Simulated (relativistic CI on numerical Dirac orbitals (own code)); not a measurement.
Pb⁶⁰⁺: q coefficients and field-shift factors

Method of calculation: Dirac-Coulomb-Breit CI, KLI orbitals optimised for each configuration, derivatives by finite differences, unscaled Slater integrals, QED left out (own radial code, finite nucleus).

CI space (outside the closed core [Ne] 3s2): 3p6 3d4, 3p5 3d5, 3p4 3d6, 3p6 3d3 4p, 3p6 3d2 4s2, 3p6 3d2 4s 4p. Levels of other configurations are missing.

With x = (α/α₀)² − 1 an excitation energy changes as ω = ω₀ + qx; K = 2q/ω₀ is the relative enhancement. Terms are leading LS components, so labels can repeat. The field-shift factor is F = δν/δ⟨r²⟩ for the transition from the lowest level.

Lowest level 3p6 3d4 3P_0.

```
       Level  ω₀ (cm⁻¹)   q (cm⁻¹)  F (GHz/fm²)
3p6 3d4 5D_1     871821     973100         36.8
3p6 3d4 3F_4     980665     953000         37.5
3p6 3d4 5D_2    1019820     983500         38.4
3p6 3d4 3F_3    1050112     977200         38.6
3p6 3d4 5D_2    1823021  1.929e+06         73.6
3p6 3d4 5D_0    1825418  1.947e+06         74.4
3p6 3d4 3H_4    1849269  1.932e+06         74.3
3p6 3d4 5D_3    1871639  1.941e+06         74.6
3p6 3d4 3H_5    1899333  1.916e+06         74.5
3p6 3d4 1I_6    1923506  1.904e+06         74.6
3p6 3d4 3D_1    1958624  1.952e+06         75.6
3p6 3d4 3F_3    1979685  1.924e+06         75.2
3p6 3d4 3G_4    1985652  1.926e+06         75.4
```

At this charge energies of transitions that change n are usually good to better than 1 %, and those within a shell (Δn = 0) to a few per cent.

Task: Which transition from the lowest level has the largest |K|?

Result: 3p6 3d4 5D_1 at 871821 cm⁻¹, K = 2.23.
